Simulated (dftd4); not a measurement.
C$_{2}$H$_{3}$O$_{2}$ (SMILES [CH2-]C(=O)O), charge -1, singlet, geometry from GFN2-xTB; dftd4 4.2.0 with D4 for tpssh.

Here is a job for dftd4.
```
$ dftd4 mol.xyz --func tpssh --charge -1 --json dftd4.json --noedisp --property

# file mol.xyz
7

C      0.11500632     0.05201120    -0.05302050
O      0.26258741     1.21666153    -0.49561643
O     -1.20825450    -0.24327257     0.45360888
H     -1.68617274     0.58417768     0.31791387
C      0.98094306    -0.97998349     0.03343690
H      0.68003939    -1.92741954     0.44895840
H      1.99577385    -0.87603609    -0.31331037
```

The log (banner, timings and long lists left out):

```
                    ____  _____ _____     ____  _  _
      -------------|  _ \|  ___|_   _|---|  _ \| || |------------
     |             | | | | |_    | | ___ | | | | || |_           |
     |             | |_| |  _|   | ||___|| |_| |__   _|          |
     |             |____/|_|     |_|     |____/   |_|            |
     |             ===================================           |
     |            E. Caldeweyher, S. Ehlert & S. Grimme          |
     |          Mulliken Center for Theoretical Chemistry        |
     |                    University of Bonn                     |
      -----------------------------------------------------------

Rational (Becke-Johnson) damping: tpssh-D4-ATM
---------------------
  s6         1.0000
  s8         1.8590
  s9         1.0000
  a1         0.4429
  a2         4.6023
 alp        16.0000
--------------------

Atomic data, radii in Ångström:
------------------------------------------------------
   Z          R(cov)      r4/r2   hardness         EN
------------------------------------------------------
   6 C        1.0000     1.6431     0.4220     2.5500
   8 O        0.8400     1.3725     0.5869     3.4400
   1 H        0.4267     1.0622     0.4726     2.2000
------------------------------------------------------

Atomic reference systems (in atomic units):
----------------------------------------------------------------------------
   Z        #      CN     q+Z       C6(AA)   #      CN     q+Z       C6(AA)
----------------------------------------------------------------------------
   6 C      1  0.0000  6.0000      49.3833   2  0.9189  5.8288      52.1688
            3  1.9079  5.8579      35.6972   4  2.8312  5.7775      35.8445
            5  3.7487  5.7435      28.6317   6  2.9183  5.8956      32.2504
            7  0.8556  6.2103      25.6194
   8 O      1  0.0000  8.0000      15.5711   2  0.8042  7.6453      20.8489
            3  1.6112  7.4012      24.8631   4  0.9798  8.0000      14.9880
   1 H      1  0.0000  1.0000       7.6362   2  0.8942  1.0000       3.0374
----------------------------------------------------------------------------

Atomic properties (in atomic units):
----------------------------------------------------------------------------
     #    Z              CN          q      C6(AA)        C8(AA)   alpha(0)
----------------------------------------------------------------------------
     1    6 C        2.6816     0.1883     25.3333      732.6835     8.2102
     2    8 O        0.8563    -0.5873     25.7244      519.1326     6.8056
     3    8 O        1.6519    -0.6002     24.9753      504.0154     6.7600
     4    1 H        0.8050     0.2122      1.0574       12.7818     1.6152
     5    6 C        2.8347    -0.2897     37.9704     1098.1704    10.0658
     6    1 H        0.9259     0.0422      2.4193       29.2455     2.4323
     7    1 H        0.9259     0.0345      2.5231       30.4995     2.4839
----------------------------------------------------------------------------

Molecular properties (in atomic units):
----------------------------------------
 molecular C6                 642.0915
 molecular C8               14281.6938
----------------------------------------

Dispersion energy:      -5.2490629529678E-03 Eh

[Info] JSON dump of results written to 'dftd4.json'
```
